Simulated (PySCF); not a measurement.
## Adding and removing an electron: SnGe

HSE06; PySCF, scalar-relativistic core potentials, basis sets Sn cc-pVDZ-PP with ECP28, Ge cc-pVDZ-PP with ECP10. Neutral (UKS): triplet (π ↑↑), Re = 2.589 Å, ωe = 237 cm⁻¹, De = 2.65 eV, HOMO -4.83 eV, LUMO -3.64 eV.

SnGe⁺ (UKS): quartet (σ ↑, π ↑↑), Re = 2.613 Å, ωe = 211 cm⁻¹, De = 2.75 eV to Sn⁺ + Ge. The energies at the minima are -508.82246 hartree for SnGe and -508.55793 for SnGe⁺.

(1) Work out the adiabatic ionisation energy, without and with harmonic zero-point energies (1 hartree = 27.2114 eV, 1 eV = 8065.5 cm⁻¹), and the change of the bond length.

Spin–orbit coupling is left out, which matters for elements this heavy, above all for dissociation energies. For an ion De counts to the pair picked by the measured ionisation energies or electron affinities, which need not be the lowest pair at this level. States were picked by a PBE0 search and need not be the measured ground states.

Answers

(1) At HSE06: 0.26453 hartree = 7.198 eV between the minima; the zero-point term (211.0 − 237.0)/2 cm⁻¹ = -0.002 eV makes it 7.197 eV. Re changes by +2.4 pm against the neutral. The electron leaves a σ orbital, and the small change of length marks it as nearly non-bonding.
